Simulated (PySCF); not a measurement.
Pb(I)(SH) (HIPbS), SMILES [SH][Pb][I] (connectivity only; charge and spin as stated), neutral, multiplicity 1.

Geometry optimised at r2SCAN-D4/def2-SVP. The def2 effective core potentials stand for the cores of I, Pb; spin–orbit coupling is left out. One conformer was computed; it need not be the lowest.

The numbers are results of ωB97X/def2-TZVPD run with PySCF, not measurements.

Symmetry labels are those of the subgroup Cs that the program uses (full group Cs).

Computed valence orbital energies around the gap with their symmetry:
| orbital | symmetry | energy (eV) |
|---|---|---|
| HOMO−7 | A' | -21.54 |
| HOMO−6 | A' | -16.78 |
| HOMO−5 | A' | -13.46 |
| HOMO−4 | A' | -10.70 |
| HOMO−3 | A" | -10.08 |
| HOMO−2 | A' | -9.81 |
| HOMO−1 | A" | -9.45 |
| HOMO | A' | -9.19 |
| LUMO | A" | -1.30 |
| LUMO+1 | A' | 0.15 |
| LUMO+2 | A' | 0.65 |
| LUMO+3 | A' | 1.21 |
